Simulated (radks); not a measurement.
Results of a calculation; reference values are marked as such.
Initial-state core-level shifts of the cerium ion Ce3+ when its valence configuration changes from [Xe] 4f1. Code: a radial shooting solver on a logarithmic mesh with Libxc functionals. Model: Dirac Kohn-Sham, PBE, spin-unpolarised, spherical densities, finite nucleus; open shells fill j = l - 1/2 first; Fermi nuclear charge, rms radius 4.8771 fm. Shifts are changes of the shell-averaged eigenvalues in eV (positive: less bound); the change of the density at the nucleus, which sets a Mossbauer isomer shift, is in e/bohr^3, on a base of 3.829e+05.

| valence | 3s | 3d | 4s | 5p | density at nucleus |
|---|---|---|---|---|---|
| 5d1 | -9.912 | -9.756 | -8.926 | -3.036 | +25.13 |
| 6p1 | -14.084 | -13.947 | -12.983 | -6.379 | +32.97 |
| 6s1 | -13.230 | -13.093 | -12.136 | -5.621 | +69.97 |
